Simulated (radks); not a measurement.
Q: The mean radii <r> (bohr) of the occupied orbitals of an atom or ion are listed with their occupations. Method: scalar-relativistic Kohn-Sham, LDA (Slater exchange, Perdew-Wang correlation), spin-polarised, spherical densities, finite nucleus; Fermi nuclear charge, rms radius of each element as measured or else 0.836 A^(1/3) + 0.57 fm; computed with a radial shooting solver on a logarithmic mesh with Libxc functionals.

orbital  occ.      <r>
1s down     1  0.03613
1s up       1  0.03613
2s up       1   0.1582
2s down     1   0.1582
2p up       3   0.1378
2p down     3   0.1378
3s up       1   0.4440
3s down     1   0.4439
3p up       3   0.4463
3p down     3   0.4462
3d up       5   0.4329
3d down     5   0.4328
4s up       1    1.136
4s down     1    1.134
4p up       3    1.251
4p down     3    1.249
4d up       1    1.604

Name the element and its charge. Open shells, if any, are filled with parallel spins first.

A: Z = 41, niobium, charge +4: Nb4+ in [Kr] 4d1. The 1s radius gives Z: for a bare nucleus <r> = (2 gamma + 1)/(2Z) with gamma = sqrt(1 - (Z/c)^2), 0.03547 bohr for Z = 41, and screening makes it slightly larger (0.03613 here). The occupations add up to 37, and the charge is Z minus that.
